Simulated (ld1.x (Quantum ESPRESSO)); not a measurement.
## What one change does to a pseudopotential (Fe (Z = 26), PAW)

```json
{
  "Element": "Fe (Z = 26)",
  "Generator": "ld1.x (Quantum ESPRESSO) 7.5",
  "Type": "PAW",
  "Functional": "PW91",
  "Relativity": "scalar-relativistic",
  "Frozen core": "[Ar]",
  "Valence charge": "8",
  "Reference configuration": "3d6 4s1.5 4p0 (charge +0.5)",
  "Partial waves": "4s (bound): rcut 2.15, rcutus 2.30 bohr; 4s channel at 1.35 Ry: rcut 2.15, rcutus 2.30 bohr; 4p (bound, empty): rcut 2.60, rcutus 3.15 bohr; 4p channel at 4.2 Ry: rcut 2.60, rcutus 3.15 bohr; 3d (bound): rcut 1.15, rcutus 1.35 bohr; 3d channel at 0.3 Ry: rcut 1.15, rcutus 1.35 bohr",
  "Local potential": "all-electron potential smoothed inside 1.25 bohr (lloc = -1)",
  "Core correction": "a·sin(br)/r model core inside 1.00 bohr",
  "Augmentation charge": "BESSEL, radius 1.15 bohr"
}
```

All-electron outer shells of the reference configuration (PW91, scalar-relativistic, ld1.x):

```json
{"shell": "3p", "level (eV)": "-64.18", "outermost node (bohr)": "0.30", "outermost maximum (bohr)": "0.72"}
{"shell": "3d", "level (eV)": "-11.63", "outermost node (bohr)": "–", "outermost maximum (bohr)": "0.71"}
{"shell": "4s", "level (eV)": "-8.75", "outermost node (bohr)": "1.00", "outermost maximum (bohr)": "2.35"}
{"shell": "4p", "level (eV)": "-4.23", "outermost node (bohr)": "1.10", "outermost maximum (bohr)": "3.02"}
```

Change: local potential all-electron potential smoothed inside 1.84 bohr (lloc = -1).

Cutoffs: the cutoffs (Ry, on a coarse ladder) from which the occupation-weighted sum of valence levels, in a spherical-Bessel basis at the reference potential, stays within 10 and 1 mRy of its value at 400 Ry; they do not see the model core or the augmentation charge, which bear on the density cutoff. Errors are all-electron minus pseudo energies relative to the spin-unpolarised reference configuration.

Question: What does the change do?

Answer: The potential gets neither clearly harder nor softer (60 Ry and 100 Ry → 60 Ry and 100 Ry); the bound ghost in s disappears; of the 7 tests that both files solve, the error grows in 1 and shrinks in 0 by more than 15 % and 0.3 meV (median size 17.7 → 17.9 meV); the range in which the s phases agree narrows (upper end at the end of the scan → 3.8). A state that the projectors do not describe sees the local part alone, so a deeper or shallower local part can create or remove a ghost.

| quantity | base | changed |
| --- | --- | --- |
| cutoff, loose | 60 Ry | 60 Ry |
| cutoff, tight | 100 Ry | 100 Ry |
| bound ghosts | s | none |
| error for 3d6 4s2 4p0, meV [ΔE -3.51 eV] | +0.3 | +0.3 |
| error for 3d6 4s1 4p0, meV [ΔE 5.28 eV] | -0.3 | -0.5 |
| error for 3d6 4s0 4p0, meV [ΔE 21.53 eV] | +2.4 | -2.8 |
| error for 3d5 4s2 4p0, meV [ΔE 10.78 eV] | -169 | -155 |
| error for 3d4 4s0 4p0, meV [ΔE 109.07 eV] | -1664 | -1675 |
| error for 3d6.5 4s1.5 4p0, meV [ΔE -4.25 eV] | -18 | -18 |
| error for 3d7 4s1 4p0, meV [ΔE -4.32 eV] | -59 | -61 |
| s: phases at 3.40 bohr within 0.05 rad from the reference energy up to (Ry; the scan ends near 5) | to the end of the scan | 3.8 |
| p: phases at 3.40 bohr within 0.05 rad from the reference energy up to (Ry; the scan ends near 5) | 2.1 | 2.1 |
| d: phases at 3.40 bohr within 0.05 rad from the reference energy up to (Ry; the scan ends near 5) | to the end of the scan | to the end of the scan |
| lowest overlap eigenvalue by channel | s 0.30, p 0.24, d 0.99 | s 0.42, p 0.40, d 1.00 |

 A true bound ghost makes a file unfit for plane-wave use even where its test errors are small: the radial tests pick states by their node count and pass the ghost by.
